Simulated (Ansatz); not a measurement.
The first iterations of a band of C2H5ClOSi (10 atoms, charge 0, multiplicity 1).

The calculation used RKS r2SCAN-D4/6-31G (Ansatz).

| Quantity | Value |
| --- | --- |
| movable images | 3 |
| climbing image | yes |
| spring | 5.0 eV/Å² |
| optimiser | quadratic models (default) |
| start path | IDPP |
| force threshold | 0.05 eV/Å |
| iteration limit | 51 |
| end points | relaxed |

Image 0:

```xyz
10
Properties=species:S:1:pos:R:3
O -1.258 -0.228 1.936
Si 0.443 -0.127 1.754
Cl 0.855 -2.286 1.053
C -0.285 0.337 -1.245
C 0.913 0.847 -0.898
H -1.855 -0.969 1.729
H -1.188 0.944 -1.236
H -0.395 -0.708 -1.527
H 1.035 1.895 -0.634
H 1.818 0.243 -0.929
```

Image 4:

```xyz
10
Properties=species:S:1:pos:R:3
O -0.761 0.666 1.950
Si 0.513 -0.447 1.661
Cl -0.764 -2.326 1.245
C -0.009 -0.159 -1.360
C 0.950 0.666 -0.891
H -1.723 0.516 1.934
H -1.064 0.094 -1.287
H 0.228 -1.121 -1.807
H 0.707 1.635 -0.460
H 2.007 0.424 -0.982
```

| iteration | highest image above the first end (eV) | largest band force component (eV/Å) |
| --- | --- | --- |
| 1 | 0.019 | 0.446 |
| 2 | 0.019 | 0.362 |

Q: Does the band converge within its limit, and where does its top end?

A: It converged. It ended after 8 iterations with the highest image 0.005 eV above the first end. The top lies less than 8 meV above the higher end, about what the thresholds resolve: that end is a shoulder or a very shallow well. Another band between the same ends (7 images) ends at a top of the same energy, where a vibrational analysis finds no clearly imaginary modes. So few images can step over the top or miss a turn of the path. Limits of this set-up: no polarisation functions.

The run took 2.6 min on 1 thread of Arm Neoverse V1, with other jobs on the host, peak memory 0.14 GiB.
